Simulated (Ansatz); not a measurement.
Ge3⁻, relaxed as a doublet with UKS B3LYP-D4/def2-TZVPD in Ansatz, starting from the GFN2-xTB geometry. Force threshold 0.02 eV/Å.

The relaxation made no stability test and no search for a lower SCF solution. The structure comes from a short search, and lower isomers may exist.

Start:

```xyz
3

Ge    0.814   -0.123   -1.093
Ge   -1.242   -0.568   -0.038
Ge    0.429    0.691    1.131
```

```csv
step,energy (eV),largest force component (eV/Å),SCF passes
1,-169559.8039,1.159,22
2,-169559.9018,0.181,34
3,-169559.9046,0.041,35
4,-169559.9055,0.068,34
5,-169559.9102,0.125,33
6,-169559.9235,0.099,36
7 (rejected),-169559.9206,0.156,33
8,-169559.9252,0.016,32
```

Force components are those of the run's own axes.

End:

```xyz
3

Ge    0.832   -0.163   -1.202
Ge   -1.223   -0.551   -0.019
Ge    0.390    0.714    1.221
```

By distances, no bond broke or formed. The bond that changes most is Ge1–Ge3, from 2.40 to 2.61 Å (atoms count from 1). The end is the same structure that another start reached, the lowest one found.

No frequencies were taken in this run, so the end may be a saddle point.

Hardware: 4 threads of Arm Neoverse V1 on a shared host. Wall time 40 s, peak host memory 0.63 GiB.
